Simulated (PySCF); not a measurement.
**Low-lying terms of Ti⁴⁺ (titanium, charge +4)**

Ground state [Ar], ¹S. Calculation: PySCF 2.14, in def2-TZVPPD with one added diffuse shell each of s, p, d, f type (7s7p5d3f1g, 83 functions); no relativity, point nucleus. Vertical excitation energies in eV without spin-orbit coupling; excited terms of each kind are numbered among those the solver found. Frozen: [Ne].

```tsv
term	leading excitation	EOM-EE-CCSD
1 3P°	3p → d	34.054
1 3F°	3p → d	35.728
1 1D°	3p → d	38.080
1 3D°	3p → d	38.256
1 1F°	3p → d	38.553
1 1P°	3p → d	49.638
1 3S	3p → p	59.503
1 3D	3p → p	60.828
1 1D	3p → p	60.872
1 1P	3p → p	61.282
1 3P	3p → p	61.340
2 1D	3s → d	62.463
1 1S	3p → p	63.623
```

The solver can miss terms.
